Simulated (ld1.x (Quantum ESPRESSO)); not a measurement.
## Reading a pseudo-wave (S)

Columns: radius, all-electron u(r) and pseudo u(r) of the 3p shell (level -16.80 eV) of sulfur in the configuration [Ne] 3s2 3p3; PBE, scalar-relativistic, PAW scheme, ld1.x (Quantum ESPRESSO) 7.5.

```
r (bohr)  all-electron   pseudo
   0.080        0.1310  -0.0073
   0.160        0.2870  -0.0289
   0.240        0.3556  -0.0638
   0.320        0.3390  -0.1101
   0.400        0.2630  -0.1659
   0.480        0.1530  -0.2285
   0.560        0.0277  -0.2952
   0.640       -0.1000  -0.3634
   0.720       -0.2221  -0.4305
   0.800       -0.3338  -0.4944
   0.880       -0.4326  -0.5532
   0.960       -0.5178  -0.6056
   1.040       -0.5896  -0.6510
   1.120       -0.6483  -0.6888
   1.200       -0.6944  -0.7191
   1.280       -0.7288  -0.7424
   1.360       -0.7527  -0.7589
   1.440       -0.7673  -0.7693
   1.520       -0.7735  -0.7739
   1.600       -0.7727  -0.7728
   1.680       -0.7660  -0.7660
   1.760       -0.7543  -0.7543
   1.840       -0.7384  -0.7384
   1.920       -0.7193  -0.7193
   2.000       -0.6976  -0.6976
   2.080       -0.6739  -0.6739
```

(1) How many radial nodes do the two functions have?

(2) At about which radius was the pseudo-wave matched?

(3) Where does each function peak?

(4) Is the pseudo-wave norm-conserving?

Results:

(1) The all-electron 3p function has n − l − 1 = 1; the pseudo-wave has 0, since the states of the same l below it are removed with the core.

(2) 1.60 bohr, where the columns begin to agree (steps of 0.08 bohr).

(3) Outermost all-electron maximum near 1.52 bohr, pseudo maximum near 1.52 bohr (to the table’s step).

(4) No, it belongs to a PAW set: the norm inside the radius is not constrained, and the difference is carried by the augmentation charge.
